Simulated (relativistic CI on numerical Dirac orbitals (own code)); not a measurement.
## Ru5+ (4d3) in a crystal field

Calculated by Dirac-Coulomb-Breit CI, separate exchange-only KLI orbitals for each configuration, model QED (radiative potential, 1s self-energy scaled to tabulated hydrogen-like ionisation energies), valence Slater integrals scaled by 0.75, one configuration in a parametric crystal field (own radial code).

Field parameters in Wybourne normalisation: Oh B⁴₀ = 21Dq, B⁴₄ = √(5/14) B⁴₀. The field is a parameter set, without covalency.

S is read from ⟨S²⟩ = S(S + 1).

Site symmetry Oh; labels are those of the double group. Computed levels in cm⁻¹ above the lowest, in rising order:

| Δ (size of 10Dq) | Lowest | No. 2 | No. 3 | No. 4 | No. 5 | No. 6 | No. 7 | No. 8 |
| --- | --- | --- | --- | --- | --- | --- | --- | --- |
| 8500 | Γ8 | 8104 Γ8 | 8278 Γ7 | 8856 Γ8 | 9172 Γ6 | 13158 Γ8 | 13316 Γ7 | 13708 Γ8 |
| 15350 | Γ8 | 13288 Γ8 | 14637 Γ8 | 14809 Γ6 | 14962 Γ7 | 15400 Γ8 | 16760 Γ6 | 16847 Γ8 |
| 22150 | Γ8 | 14434 Γ8 | 15036 Γ8 | 15581 Γ6 | 21538 Γ7 | 21597 Γ8 | 22766 Γ8 | 22848 Γ6 |
| 28950 | Γ8 | 14741 Γ8 | 15221 Γ8 | 15706 Γ6 | 23619 Γ8 | 23904 Γ7 | 28595 Γ7 | 29002 Γ8 |
| 35800 | Γ8 | 14914 Γ8 | 15335 Γ8 | 15767 Γ6 | 24212 Γ8 | 24426 Γ7 | 35378 Γ7 | 35740 Γ8 |
| 42600 | Γ8 | 15031 Γ8 | 15412 Γ8 | 15803 Γ6 | 24604 Γ8 | 24765 Γ7 | 42150 Γ7 | 42495 Γ8 |

Ground-state S against |10Dq| in cm⁻¹: 8500: 1.49, 15350: 1.49, 22150: 1.49, 28950: 1.50, 35800: 1.50, 42600: 1.50.

No abrupt spin change occurs in this range.
